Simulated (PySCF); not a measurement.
Au (gold, neutral) across methods

[Xe] 4f14 5d10 6s1, 2S determinant. Calculation: PySCF 2.14, in aug-cc-pVTZ-PP with ECP60MDF; a scalar-relativistic core potential.

| method | E (hartree) | mean ε 5d α (eV) | mean ε 5d β (eV) | mean ε 6s α (eV) | Σ⟨r²⟩ (bohr²) | ⟨S²⟩ |
| --- | --- | --- | --- | --- | --- | --- |
| r2SCAN | -135.7489 | -7.227 | -6.868 | -6.333 | 50.88 | 0.753 |
| BP86 | -135.8380 | -7.139 | -6.865 | -6.215 | 51.42 | 0.751 |
| TPSSh | -135.6532 | -7.580 | -7.271 | -6.247 | 51.25 | 0.752 |
| PW91 | -135.7954 | -7.075 | -6.788 | -6.111 | 51.51 | 0.751 |
| PBE0 | -135.6922 | -8.553 | -8.268 | -6.709 | 51.15 | 0.751 |
| B97-3 | -135.7239 | -8.615 | -8.347 | -6.559 | 51.17 | 0.751 |
| LDA | -135.4930 | -7.220 | -6.959 | -6.336 | 51.60 | 0.751 |
| UHF | -134.78174 | -12.419 | -12.191 | -7.952 | 51.40 | 0.753 |

(1) Estimate the same row for PBE.

Energies and moments cover only the electrons outside the core potential. Spin-orbit coupling, which splits the p, d and f shells strongly at this Z, is absent.

## Answers

(1) E (hartree) = -135.7350; mean ε 5d α (eV) = -7.013; mean ε 5d β (eV) = -6.724; mean ε 6s α (eV) = -6.043; Σ⟨r²⟩ (bohr²) = 51.53; ⟨S²⟩ = 0.751.
